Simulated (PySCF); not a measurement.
Species: C6H10F3N.
Geometry (PBE0-D3(BJ)/def2-SVP, Å), atoms numbered from 1 in this order:
```
atom  x, y, z in Å
F1     3.047    0.936   -0.368
C2     2.397   -0.179   -0.015
F3     2.995   -1.200   -0.620
F4     2.569   -0.338    1.307
C5     0.924   -0.089   -0.363
C6     0.282    1.190    0.181
C7    -1.211    1.199   -0.133
C8    -1.884   -0.088    0.336
C9    -1.151   -1.306   -0.220
N10    0.271   -1.305    0.068
H11    0.890   -0.058   -1.468
H12    0.441    1.226    1.273
H13    0.777    2.076   -0.245
H14   -1.690    2.080    0.323
H15   -1.348    1.302   -1.224
H16   -2.945   -0.106    0.035
H17   -1.868   -0.131    1.440
H18   -1.275   -1.340   -1.318
H19   -1.585   -2.241    0.167
H20    0.426   -1.433    1.067
```

Level: PBE0/pcSseg-1 in PySCF, non-relativistic, on one gas-phase PBE0-D3(BJ)/def2-SVP geometry that isn't relaxed in the solvent. The solvent is an IEF-PCM continuum (Bondi radii, 1.10 Å for H, scaled by 1.2). Only the electrostatic response of the medium enters.

Gas phase at PBE0/pcSseg-1: HOMO -6.73 eV, LUMO 1.28 eV, dipole 3.00 D.

Problem. What does the continuum do to the energy, the frontier levels and the dipole at PBE0/pcSseg-1 in chloroform and tetrahydrofuran?

Solution. 
| solvent | ε | E(solvent) − E(gas) (kcal/mol) | polarisation term (kcal/mol) | distortion of the solute (kcal/mol) | HOMO (eV) | LUMO (eV) | dipole (D) |
| --- | --- | --- | --- | --- | --- | --- | --- |
| chloroform | 4.711 | -3.35 | -3.62 | 0.27 | -6.63 | 1.59 | 3.44 |
| tetrahydrofuran | 7.426 | -3.87 | -4.24 | 0.37 | -6.62 | 1.62 | 3.50 |

The polarisation term is half the interaction of the solute with the surface charges that it induces; the rest is the cost of distorting the solute's density. The sum is the electrostatic part of solvation alone. From chloroform to tetrahydrofuran the lowering changes by a factor 1.16, Onsager's factor (ε − 1)/(2ε + 1) by 1.14 and ε itself by 1.6.

Problem. Which radius a makes the point-dipole formula ΔE = −[(ε − 1)/(2ε + 1)]·μ²/a³ give the value in tetrahydrofuran, with the gas-phase dipole?

Solution. μ = 1.180 au and |ΔE| = 0.00617 Eh give a = 2.38 Å; the farthest nucleus lies 3.29 Å from the centroid of the nuclei, so such a sphere wouldn't even hold the nuclei. The formula assumes a rigid point dipole at the centre of a sphere.

Problem. Give the dipole vector in the frame of the coordinates (D, pointing from negative to positive charge), gas and tetrahydrofuran.

Solution. Gas (-2.85, 0.92, 0.18), solvent (-3.30, 1.15, 0.22). Its length changes by +17 % and its direction by 1°.

Problem. Which Hirshfeld charges (PBE0/pcSseg-1) respond most in chloroform (means over atoms taken as equivalent)?

Solution. 
| atoms | environment | gas (e) | solvent (e) | change |
| --- | --- | --- | --- | --- |
| N10 | secondary amine nitrogen | -0.174 | -0.184 | -0.010 |
| F1/F3/F4 | fluorine of a CF3 group | -0.089 | -0.093 | -0.004 |
| H11 | methine hydrogen | +0.043 | +0.047 | +0.004 |
| H20 | N–H hydrogen | +0.099 | +0.103 | +0.004 |
| H17 | methylene hydrogen | +0.033 | +0.035 | +0.002 |
| H15 | methylene hydrogen | +0.035 | +0.037 | +0.002 |

The run took about 1.7 min of CPU time (one thread, shared machine). This is the whole shielding run at PBE0/pcSseg-1 in tetrahydrofuran, SCF included.
